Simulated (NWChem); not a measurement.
Species: CH$_{3}$CaClN$_{2}$

```xyz
8

Ca    -0.0818    -0.3770     0.0000
Cl     0.2703    -2.8276     0.0000
C     -0.4517     2.2534     0.0000
N     -0.3598     1.5976    -1.1468
N     -0.3598     1.5976     1.1468
H     -0.6057     3.3515     0.0000
H     -0.4427     2.1923    -1.9630
H     -0.4427     2.1923     1.9630
```
Atoms are numbered in this order, from 1.

Results from NWChem. The geometry was optimised at PBE0/def2-SVP. Vzz is the largest principal value of the second derivative of the potential at the nucleus (NWChem prints the opposite sign); η is the asymmetry. Non-relativistic.

Estimate the computed values for Hartree-Fock/def2-TZVP. Quantities: Vzz Ca1 (a.u.); η Ca1; Vzz Cl2 (a.u.); η Cl2; Vzz N5 (a.u.); η N5.


| Quantity | Value |
|---|---|
| Vzz Ca1 (a.u.) | -1.099 |
| η Ca1 | 0.58 |
| Vzz Cl2 (a.u.) | -0.062 |
| η Cl2 | 0.61 |
| Vzz N5 (a.u.) | 0.575 |
| η N5 | 0.35 |
